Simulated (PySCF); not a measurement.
C8H4N2OS2, SMILES c1(-c2ocnn2)cc2sccc2s1.

Coordinates come from a PBE0-D3(BJ)/def2-SVP optimisation. This is a generated structure with no PubChem entry under its InChIKey; it may be hypothetical. Other conformers were not sampled.

All values below come from PBE/def2-SVP (PySCF).

Symmetry labels are those of the subgroup Cs that the program uses (full group Cs).

List the valence orbital energies around the gap with their symmetry. (Estimate from the structure and the level; the computed values follow.)


```csv
orbital,symmetry,energy (eV)
HOMO−7,A",-8.69
HOMO−6,A',-8.61
HOMO−5,A',-7.70
HOMO−4,A",-7.55
HOMO−3,A",-7.12
HOMO−2,A',-6.12
HOMO−1,A",-5.98
HOMO,A",-5.51
LUMO,A",-2.53
LUMO+1,A",-1.03
LUMO+2,A",-0.65
LUMO+3,A',-0.50
```
